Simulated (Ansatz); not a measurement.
N-butyl-N-methylpyrrolidinium (C9H20N⁺): single points at one geometry.

```yaml
crystal:
  periodic: [false, false, false]
  atoms:
    - {symbol: C, position_ang: [4.152340, 0.321435, 0.004769]}
    - {symbol: C, position_ang: [2.904153, -0.551545, 0.036089]}
    - {symbol: C, position_ang: [1.623028, 0.269101, 0.222432]}
    - {symbol: C, position_ang: [0.410452, -0.641469, 0.282862]}
    - {symbol: N, position_ang: [-0.936592, 0.057445, 0.300729]}
    - {symbol: C, position_ang: [-0.985025, 1.090789, 1.379779]}
    - {symbol: C, position_ang: [-2.044804, -0.977210, 0.535230]}
    - {symbol: C, position_ang: [-3.182342, -0.545530, -0.370066]}
    - {symbol: C, position_ang: [-2.429620, -0.108599, -1.625475]}
    - {symbol: C, position_ang: [-1.264804, 0.694992, -1.063420]}
    - {symbol: H, position_ang: [4.113299, 1.047971, -0.822562]}
    - {symbol: H, position_ang: [5.055755, -0.290010, -0.132109]}
    - {symbol: H, position_ang: [4.271513, 0.885725, 0.943322]}
    - {symbol: H, position_ang: [2.828595, -1.135433, -0.898856]}
    - {symbol: H, position_ang: [2.983751, -1.291111, 0.853149]}
    - {symbol: H, position_ang: [1.531654, 0.990941, -0.609500]}
    - {symbol: H, position_ang: [1.710190, 0.860770, 1.149552]}
    - {symbol: H, position_ang: [0.436713, -1.268755, 1.188851]}
    - {symbol: H, position_ang: [0.379977, -1.316191, -0.588103]}
    - {symbol: H, position_ang: [-0.669772, 0.634522, 2.327625]}
    - {symbol: H, position_ang: [-2.014738, 1.460944, 1.465386]}
    - {symbol: H, position_ang: [-0.316064, 1.920038, 1.121704]}
    - {symbol: H, position_ang: [-1.642565, -1.951107, 0.220018]}
    - {symbol: H, position_ang: [-2.266611, -1.016383, 1.610476]}
    - {symbol: H, position_ang: [-3.749880, 0.292490, 0.068628]}
    - {symbol: H, position_ang: [-3.891263, -1.367641, -0.544286]}
    - {symbol: H, position_ang: [-2.067176, -0.988708, -2.181880]}
    - {symbol: H, position_ang: [-3.033082, 0.494670, -2.318632]}
    - {symbol: H, position_ang: [-1.547818, 1.739108, -0.872658]}
    - {symbol: H, position_ang: [-0.359304, 0.688753, -1.683054]}
basis:
  gaussian: {orbitals: def2-TZVP, initial_orbitals: start.molden}
total_charge: 1
magnetization: {spin_polarized: true, initial_magnetization: 2}
hamiltonian: {xc: pbe, dispersion: d4}
scf: {omitted_lower_state_checks: [starts]}
output: {orbitals: {seedname: orbitals}}
```

The file start.molden holds the orbitals of an earlier run on this structure, at another level or in another basis.

```sh
$ ansatz run in.yaml --threads 4 --pin off --events-out ev --progress --plain --max-ram 6963MiB
```

Output, abridged:

```
Functional definition: PBE
2655 factors; their error is unknown
mean field evaluation 1: about -11123.8166 eV, gradient 9.1e0 eV
mean field evaluation 2: about -11124.0651 eV, gradient 5.3e-1 eV
mean field evaluation 4: about -11123.9352 eV, gradient 3.4e0 eV
mean field evaluation 8: about -11124.0939 eV, gradient 1.4e-1 eV
mean field evaluation 16: about -11124.0951 eV, gradient 6.3e-5 eV
mean field -11124.09511292 eV, -408.8029552172 hartree, gradient 2.9e-6 eV, S^2 2.001001; 0 other end points of the search recorded, 0 dependent functions left out
reference -11124.09518502 eV, -408.8029578668 hartree; 41, 39 occupied and 389, 391 virtual orbitals, 2655 factors
Total energy: -11124.81945075 eV, -408.8295741416 hartree
Checks for a lower state left out: starts
```

It took 22 s on 4 threads of Intel Xeon on a shared host, peak host memory 1.2 GiB.

The first input with `gaussian: {orbitals: def2-TZVP}`, `hamiltonian: {xc: pbe0, dispersion: d4}` (abridged; 2.4 min):

```
Functional definition: PBE0
mean field evaluation 16: about -11125.3190 eV, gradient 8.3e-2 eV
mean field evaluation 32: about -11125.2554 eV, gradient 5.3e-3 eV
mean field -11125.25542168 eV, -408.8455957778 hartree, gradient 8.8e-6 eV, S^2 2.003060
Total energy: -11125.87080950 eV, -408.8682108630 hartree
Checks for a lower state left out: starts
```

Geometry: r2SCAN-D4/def2-SVP, that of the charge +1 singlet.

At PBE-D4/def2-TZVP the gap within one spin of the charge 1 triplet nearly closes, so an electron or hole may be smeared out by delocalisation error. At PBE0-D4/def2-TZVP a singlet of charge 1 lies 8.80 eV below the triplet at the same geometry.
